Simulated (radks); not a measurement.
La8+, configuration [Kr] 4d10 5s2 5p1. All-electron calculation, Dirac Kohn-Sham, PBE, spin-unpolarised, spherical densities, point nucleus; open shells are shared between the two j in proportion to 2j + 1. Program: a radial shooting solver on a logarithmic mesh with Libxc functionals. Some entries of the table are withheld. Estimate them.

| orbital | occ. | eigenvalue (hartree) | <1/r> (bohr^-1) |
|---|---|---|---|
| 1s1/2 | 2 | -1426.902 | 62.03 |
| 2s1/2 | 2 | -230.3468 | 14.59 |
| 2p1/2 | 2 | -217.4615 | (1) |
| 2p3/2 | 4 | -202.2761 | (2) |
| 3s1/2 | 2 | -52.31141 | 5.256 |
| 3p1/2 | 2 | -46.88071 | (3) |
| 3p3/2 | 4 | -43.91892 | (4) |
| 3d3/2 | 4 | -34.41209 | 4.702 |
| 3d5/2 | 6 | -33.77824 | 4.618 |
| 4s1/2 | 2 | -13.57781 | 2.179 |
| 4p1/2 | 2 | -11.57370 | 2.077 |
| 4p3/2 | 4 | -10.93758 | 1.971 |
| 4d3/2 | 4 | -7.64222 | (5) |
| 4d5/2 | 6 | -7.53003 | (6) |
| 5s1/2 | 2 | -4.80196 | 0.9489 |
| 5p1/2 | 0.333333 | -4.16103 | 0.8791 |
| 5p3/2 | 0.666667 | -4.02508 | 0.8470 |

Answer. 
(1) 2p1/2 <1/r> (bohr^-1): 14.57
(2) 2p3/2 <1/r> (bohr^-1): 13.25
(3) 3p1/2 <1/r> (bohr^-1): 5.168
(4) 3p3/2 <1/r> (bohr^-1): 4.839
(5) 4d3/2 <1/r> (bohr^-1): 1.762
(6) 4d5/2 <1/r> (bohr^-1): 1.737
